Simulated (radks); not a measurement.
Results of a calculation; reference values are marked as such.
Removal energies from the terbium ion Tb12+, [Kr] 4d10 4f(5/2: 5, 7/2: 0) 5s2, by Delta-SCF beside the eigenvalue of the level emptied. Code: a radial shooting solver on a logarithmic mesh with Libxc functionals. Model: Dirac Kohn-Sham, BLYP, spin-unpolarised, spherical densities, finite nucleus; Fermi nuclear charge, rms radius of each element as measured or else 0.836 A^(1/3) + 0.57 fm. Sub-shells are occupied by j as written (lower j first in brackets).

[
 {"removed from": "4f5/2", "final configuration": "[Kr] 4d10 4f(5/2: 4, 7/2: 0) 5s2", "Delta-SCF (eV)": "237.13", "-eigenvalue (eV)": "221.64"},
 {"removed from": "5s1/2", "final configuration": "[Kr] 4d10 4f(5/2: 5, 7/2: 0) 5s1", "Delta-SCF (eV)": "247.27", "-eigenvalue (eV)": "237.34"},
 {"removed from": "4d5/2", "final configuration": "[Kr] 4d(3/2: 4, 5/2: 5) 4f(5/2: 5, 7/2: 0) 5s2", "Delta-SCF (eV)": "384.99", "-eigenvalue (eV)": "368.58"},
 {"removed from": "4d3/2", "final configuration": "[Kr] 4d(3/2: 3, 5/2: 6) 4f(5/2: 5, 7/2: 0) 5s2", "Delta-SCF (eV)": "391.79", "-eigenvalue (eV)": "375.22"}
]
